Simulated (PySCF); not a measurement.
Reproducing measurements on RbBr

**Experimental background.**

Liu, Meijer, Perez-Rios, Phys. Chem. Chem. Phys. 22 (2020) 24191 lists, for the gas: dipole moment 10.86 D.

The results are set against them at the end.

Species: RbBr.
Numbering: `[Br:1][Rb:2]`

Cartesian coordinates in Å at the PBE0-D3(BJ)/def2-SVP level; atoms count from 1:
```xyz
2
RbBr angstrom
Br     1.5042   -0.0665    0.0291
Rb    -1.4869    0.0375   -0.0263
```

Runs made with PySCF (gas phase, on this PBE0-D3(BJ)/def2-SVP geometry; no spin–orbit coupling):

| level | job | basis functions | wall time |
| --- | --- | --- | --- |
| PBE0-D3(BJ)/def2-SVP, grid level 1 | geometry optimisation from a GFN2-xTB start shaken at random | 56 | 9.3 s |

Hardware: one thread, Arm Neoverse N1 (aarch64) (shared host).

Atoms past Kr carry def2 core potentials in the def2 sets.

## Comparison

**Dipole moment.** Measured: 10.86 D (Liu, Meijer, Perez-Rios, Phys. Chem. Chem. Phys. 22 (2020) 24191).

```tsv
level	computed (D)	computed − measured (D)	% (from the printed values)
PBE0-D3(BJ)/def2-SVP	11.01	+0.15	+1
```

The computed dipoles belong to one fixed geometry; measured ones are averaged over vibrations unless marked μe. Magnitudes are compared, not signs.

No measured geometry was used, and the causes of the misses weren't examined.
